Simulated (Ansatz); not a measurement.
Molecule: dibromo(dimethyl)silane, C₂H₆Br₂Si, net charge 0, singlet state. SMILES: C[Si](C)(Br)Br
Geometry: optimised at B3LYP-D3(BJ)/def2-TZVP (Ansatz, an electronic-structure program).

Computed values are from Ansatz. Correlated levels leave the core frozen unless marked. UHF or UKS for open shells. No spin-orbit coupling. The frozen core is the preceding noble-gas configuration, with the filled d and f shells of earlier blocks. Non-relativistic. CBS marks a two-point X^-3 extrapolation of the correlation energy; Hartree-Fock from the larger set.

```yaml
atomisation energy De: 3942.5 kJ/mol at CCSD(T)/CBS(def2-TZVPPD,def2-QZVPPD)
total_energy: -5514.2887 Eh at CCSD(T)/CBS(def2-TZVPPD,def2-QZVPPD)
dipole_moment: 2.40 D at CCSD(T)/def2-SVPD
T1 diagnostic: 0.009 at CCSD/def2-QZVPPD
```
